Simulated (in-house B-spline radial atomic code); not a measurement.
# Ti II (Ti+): [Ar] 3d2 4s1

Method: Dirac-Kohn-Sham PBE, spherical fractional occupations, Fermi nucleus of rms radius 3.5921 fm. Calculated with a B-spline radial code for spherical atoms.

Screening seen three ways: the hydrogenic charge with the same mean radius, Z_r = [3n² - l(l+1)]/(2<r>), the one with the same energy, Z_e = n√(-2ε), and Slater's rules. Values are occupation-weighted means over j.

| shell | electrons | ε (eV) | <r> (bohr) | Z_r | Z_e | Slater |
| --- | --- | --- | --- | --- | --- | --- |
| 1s | 2 | -4875.4 | 0.06959 | 21.56 | 18.93 | 21.70 |
| 2s | 2 | -544.06 | 0.3247 | 18.48 | 12.65 | 17.85 |
| 2p | 6 | -451.4 | 0.2898 | 17.25 | 11.52 | 17.85 |
| 3s | 2 | -69.908 | 1.007 | 13.40 | 6.80 | 10.75 |
| 3p | 6 | -46.146 | 1.086 | 11.51 | 5.52 | 10.75 |
| 3d | 2 | -11.369 | 1.519 | 6.91 | 2.74 | 3.65 |
| 4s | 1 | -10.35 | 3.19 | 7.52 | 3.49 | 3.50 |

The least bound orbital is 4s1/2 at -10.35 eV, and it is also the most diffuse (<r> = 3.19 bohr).

Spin-orbit splittings of the orbital energies (j = l + 1/2 above j = l - 1/2 when positive): 2p 5.773 eV, 3p 0.6571 eV, 3d 0.04857 eV.

For the 1s electron the small component carries 0.621 % of the norm, the zero-frequency Breit interaction raises the level by 4.899 eV, self-energy by 2.323 eV, and vacuum polarisation lowers it by 0.1805 eV.
